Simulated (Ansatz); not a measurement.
Counterpoise correction, worked out

The pair of Ag⁺ (SMILES [Ag+], atom 1) and HF (SMILES F, atoms 2–3), both closed shells, in one local arrangement (a lower one may exist), relaxed at PBE0-D4/def2-TZVP:

| atom | x (Å) | y (Å) | z (Å) |
| --- | --- | --- | --- |
| Ag1 | 0.0020 | -0.0176 | -1.8265 |
| F2 | 0.0462 | -0.2052 | 0.5029 |
| H3 | -0.0482 | 0.2227 | 1.3236 |

Program: Ansatz 0.2.0. Basis: def2-TZVPPD. Cores are frozen in the correlated methods. Filled d shells of the heavier atoms are correlated. Core potentials replace the inner electrons of the atoms past krypton.

MP2 total energies in eV:

| system | geometry | basis functions | energy |
| --- | --- | --- | --- |
| pair | pair | all | -6717.47134 |
| Ag⁺ | as in the pair | all (partner as ghosts) | -3986.43934 |
| HF | as in the pair | all (partner as ghosts) | -2730.37808 |
| Ag⁺ | as in the pair | its own | -3986.39973 |
| HF | as in the pair | its own | -2730.37089 |
| Ag⁺ | free (PBE0-D4 minimum) | its own | -3986.39973 |
| HF | free (PBE0-D4 minimum) | its own | -2730.37406 |

**Question.** Work out the interaction energy with and without the counterpoise correction, the superposition error, and the binding energy from the relaxed fragments.

**Answer.** Without correction: -6717.47134 − (-3986.39973) − (-2730.37089) = -0.70072 eV.
With correction (each fragment in the whole basis): -6717.47134 − (-3986.43934) − (-2730.37808) = -0.65392 eV = -15.08 kcal/mol.
The superposition error is the difference, 0.04680 eV, 7 % of the uncorrected value: each fragment borrows its partner's functions.
Deformation from the free shapes: 0.00000 eV for Ag⁺ and 0.00317 eV for HF.
Binding energy from relaxed fragments: -0.65392 + 0.00000 + 0.00317 = -0.65075 eV = -15.01 kcal/mol (electronic, without zero-point energy; negative means bound). For comparison, the corrected interaction energy by CCSD(T) at an estimated basis limit (MP2 extrapolated from triple and quadruple zeta, plus CCSD(T) − MP2 in triple zeta) is -0.713 eV.

T1 diagnostic: at most 0.011.

For scale, one of the runs: CCSD(T)/def2-TZVPPD, 113 basis functions, launched by `ansatz run in.yaml --threads 2 --pin off --events-out ev --progress --plain --max-ram 5222MiB`. The run took about 4.4 s on 2 CPU threads of an Arm Neoverse V2 (shared host).
